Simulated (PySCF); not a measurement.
## Polarisability and C₆ of Pd (palladium, neutral)

[Kr] 4d10, closed-shell 1S. Calculation: PySCF 2.14, in aug-cc-pwCVTZ-PP with ECP28MDF (8s8p7d4f3g, 122 functions); scalar relativity through the core potential. Coupled (time-dependent) response in atomic units; α is the mean over directions.

```tsv
method	mean α (bohr³)	C₆ (like pair)	S(−4)
UHF	18.95	124.9	244.9
PBE	27.01	176.3	741.0
PBE0	23.82	157.5	488.1
M06	24.42	160.8	540.6
B3LYP	24.39	159.7	542.0
```

S(−4) is the Cauchy moment in α(ω) = α(0) + S(−4) ω² + …

Reference α: 26.14 ± 0.1 bohr³ (recommended; Schwerdtfeger and Nagle, table of static dipole polarizabilities (2023 update)). Published C₆: 628.0 (Gould and Bucko (2016)).

α(iu) at PBE0:

```json
{"u (hartree)": "0", "α(iu) (bohr³)": "23.82"}
{"u (hartree)": "0.0500", "α(iu) (bohr³)": "22.70"}
{"u (hartree)": "0.100", "α(iu) (bohr³)": "20.16"}
{"u (hartree)": "0.200", "α(iu) (bohr³)": "15.31"}
{"u (hartree)": "0.300", "α(iu) (bohr³)": "12.28"}
{"u (hartree)": "0.500", "α(iu) (bohr³)": "9.032"}
{"u (hartree)": "0.750", "α(iu) (bohr³)": "6.765"}
{"u (hartree)": "1.00", "α(iu) (bohr³)": "5.249"}
{"u (hartree)": "1.50", "α(iu) (bohr³)": "3.370"}
{"u (hartree)": "2.00", "α(iu) (bohr³)": "2.324"}
{"u (hartree)": "3.00", "α(iu) (bohr³)": "1.284"}
{"u (hartree)": "5.00", "α(iu) (bohr³)": "0.5520"}
```

A single London oscillator, α(iu) = α/(1 + u²/ω²), gives C₆ = (3/4) ω α². Matching the computed C₆ needs ω = 4 × 157.5 / (3 × 23.82²) = 0.370 hartree.

Energies and moments cover only the electrons outside the core potential.
